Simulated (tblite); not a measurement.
Compound: C5H6Cl3NSi.
Numbering: `[CH2:1]=[N:2][Si@:3]([Cl:4])([C:5]#[C:6][CH3:7])[CH:8]([Cl:9])[Cl:10]` (hydrogens: H11, H12 on C1; H13, H14, H15 on C7; H16 on C8)

The geometry is computed with GFN2-xTB (gas phase).

(1) List the bond lengths, angles and torsions at this level.

Answers

(1) 
| bond | length (bohr) | order |
| --- | --- | --- |
| C1=N2 | 2.358 | double |
| N2–Si3 | 3.248 | single |
| Si3–Cl4 | 3.800 | single |
| Si3–C5 | 3.477 | single |
| C5≡C6 | 2.280 | triple |
| C6–C7 | 2.721 | single |
| Si3–C8 | 3.650 | single |
| C8–Cl9 | 3.354 | single |
| C8–Cl10 | 3.357 | single |
| C1–H11 | 2.053 | single |
| C1–H12 | 2.062 | single |
| C7–H13, C7–H14, C7–H15 | 2.059 | single |
| C8–H16 | 2.058 | single |

Bonds in one row agree within 0.02 bohr and their mean is given. Orders are formal, as drawn. A selection of angles:
| angle | degrees |
| --- | --- |
| N2–C1–H11 | 118.8 |
| N2–C1–H12 | 124.7 |
| H11–C1–H12 | 116.5 |
| C1–N2–Si3 | 136.6 |
| N2–Si3–Cl4 | 104.8 |
| N2–Si3–C5 | 122.3 |
| N2–Si3–C8 | 101.6 |
| Cl4–Si3–C5 | 111.7 |
| Cl4–Si3–C8 | 108.8 |
| C5–Si3–C8 | 106.6 |
| Si3–C5–C6 | 178.6 |
| C5–C6–C7 | 179.4 |
| C6–C7–H13 | 109.6 |
| H13–C7–H14 | 109.1 |
| Si3–C8–Cl9 | 110.2 |
| Si3–C8–Cl10 | 110.5 |
| Si3–C8–H16 | 113.7 |
| Cl9–C8–Cl10 | 109.3 |
| Cl9–C8–H16 | 106.7 |
| Cl10–C8–H16 | 106.3 |

Torsions: C1–N2–Si3–Cl4 126° (anticlinal); N2–Si3–C8–Cl9 -176° (antiperiplanar).

The 2 C–C bonds span 1.207 Å (C5≡C6, drawn triple) to 1.440 Å (C6–C7, drawn single), a spread of 0.233 Å. N2 (C=N nitrogen) is bent (angle 136.6°). Si3 (chlorine-bound silicon) is distorted tetrahedral (angles from 101.6° to 122.3°). The 2 C–Si bonds span 1.840 Å (Si3–C5, drawn single) to 1.931 Å (Si3–C8, drawn single), a spread of 0.091 Å.

Point group: C1 (no symmetry element, even within 0.4 Å). GFN2-xTB frequencies show an imaginary mode (33i cm⁻¹), so the point is no minimum at that level. 3 starts were optimised and ended at 0.00, 0.00 and 1.20 kcal/mol (GFN2-xTB); the lowest of these is shown.

Time: 1.5 s wall. Hardware: Arm Neoverse V1, one thread, shared host. This is the geometry optimisation.
